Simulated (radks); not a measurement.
Spherical quantum dot in the effective-mass picture: electrons in a hard-walled sphere of radius 11.5, with a point charge +1 (a donor) at the centre, all in effective atomic units (hartree* = m*/eps^2 hartree, bohr* = eps/m* bohr), one dielectric constant everywhere. Method: non-relativistic Kohn-Sham, LDA (Slater exchange, Perdew-Wang correlation), spin-polarised, spherical densities; computed with a radial shooting solver with Libxc functionals. Levels are named by radial order and angular momentum (1s, 1p, 1d, 2s, ...), and open shells are averaged over m. Results are scaled to m* = 0.053 and eps = 8.5, for which hartree* = 19.96 meV and bohr* = 8.487 nm.

N = 17, configuration 1s2 1p6 1d(up 5, down 3) 2s(up 1, down 0). This is the lowest configuration that the search found (a dilute case). Occupied and some empty levels:

| level | occupation | eigenvalue (meV) | <r> (nm) |
|---|---|---|---|
| 1s up | 1 | 32.152 | 16.48 |
| 2s up | 1 | 32.872 | 70.57 |
| 1s down | 1 | 32.956 | 72.23 |
| 1p up | 3 | 33.120 | 73.61 |
| 1p down | 3 | 33.263 | 73.57 |
| 1d up | 5 | 33.689 | 74.56 |
| 1d down | 3 | 33.832 | 74.53 |
| 1f up | 0 | 34.508 | 75.51 |
| 1f down | 0 | 34.653 | 75.49 |
| 2s down | 0 | 34.987 | 21.62 |
| 1g up | 0 | 35.562 | 76.43 |
| 1g down | 0 | 35.708 | 76.42 |
| 2p up | 0 | 37.658 | 48.67 |
| 2p down | 0 | 37.870 | 50.51 |

Energy (meV): total 265.505, kinetic 56.856, external -56.777, Hartree 317.17, exchange-correlation -51.744.

Electron density:

| r (nm) | n(r) (e/nm^3) |
|---|---|
| 7.76 | 0.00007816 |
| 15.0 | 0.00001498 |
| 22.3 | 3.172e-06 |
| 29.6 | 9.344e-07 |
| 36.9 | 7.230e-07 |
| 44.1 | 1.221e-06 |
| 51.4 | 2.353e-06 |
| 58.7 | 4.235e-06 |
| 66.0 | 6.613e-06 |
| 73.2 | 8.302e-06 |
| 80.5 | 7.365e-06 |
| 87.8 | 3.491e-06 |
| 95.1 | 2.648e-07 |
